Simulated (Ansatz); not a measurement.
```json
{"atom": "F", "x (Å)": "0.0000", "y (Å)": "0.0000", "z (Å)": "0.0000"}
{"atom": "S", "x (Å)": "0.0000", "y (Å)": "1.2415", "z (Å)": "0.9527"}
{"atom": "S", "x (Å)": "0.0000", "y (Å)": "-1.2415", "z (Å)": "0.9527"}
```

Basis set: pcseg-2 (spherical functions). Charge 0, multiplicity 4.

Computed with Ansatz (development build ahead of 0.2.0); each method stands on the lowest determinant of its kind that the runs found. Restricted functionals stand beside restricted open-shell atoms, which can lie above the unrestricted atoms usual in DFT and then raise those values.

The atomization energy at this shape (free ground-state atoms in the same class of orbitals less the molecule, no zero-point energy) of quartet S₂F:

```
                       method  atomization energy
ωB97X (restricted open-shell)            -0.62 eV
```

(1) What does ωB97X (unrestricted) give?

Results:

(1) -0.68 eV. Caution: other spin multiplicities may lie lower.

The shape needn't be a minimum at these levels.
